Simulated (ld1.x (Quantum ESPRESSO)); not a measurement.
**Configuration tests for Gd (RRKJ)**

- Element: Gd (Z = 64)
- Generator: ld1.x (Quantum ESPRESSO) 7.5
- Type: norm-conserving RRKJ (Kleinman–Bylander form)
- Functional: PBE
- Relativity: scalar-relativistic
- Frozen core: [Kr] 4d10
- Valence charge: 18
- Reference configuration: 4f7 5s2 5p6 5d1 6s2 6p0
- Partial waves: 5s (bound): rc 1.55 bohr; 5p (bound): rc 2.15 bohr; 5d (bound): rc 2.85 bohr; 4f (bound): rc 0.75 bohr
- Local potential: all-electron potential smoothed inside 1.30 bohr (lloc = -2)
- Core correction: none
- rho0: 0.005

Occupied shells without a wave of their own: 6s. They enter only through the test configuration that unscreens the potential.

Energies are relative to the spin-unpolarised reference configuration 4f7 5s2 5p6 5d1 6s2 6p0; without spin polarisation the order of configurations can differ from experiment.

```
      valence configuration  charge  ΔE all-electron (eV)  error AE − PS (meV)
    4f7 5s2 5p6 5d1 6s1 6p0      +1                 6.645                 -154
    4f7 5s2 5p6 5d1 6s0 6p0      +2                18.745                 -410
    4f7 5s2 5p6 5d0 6s0 6p0      +3                38.580                 -584
  4f7 5s2 5p6 5d1 6s1.5 6p0    +0.5                 2.678                  -67
    4f8 5s2 5p6 5d0 6s1 6p0      +1                 2.314                 -290
4f7 5s2 5p6 5d1.5 6s1.5 6p0       0                 0.844                  -54
```

(1) What are ΔE and the potential's error for 4f6 5s2 5p6 5d1 6s2 6p0?

Levels in the configuration 4f8 5s2 5p6 5d0 6s1 6p0:

```tsv
level	all-electron (eV)	pseudo (eV)
4f	-9.170	-9.142
5s	-52.401	-52.720
5p	-30.622	-30.831
6s	-8.633	-8.796
```

Results:

(1) ΔE = 16.230 eV all-electron; the error (AE − PS) is +40 meV.

The 6s level has no wave, so the channel is fitted at the deeper level alone: the likely source of the large errors.
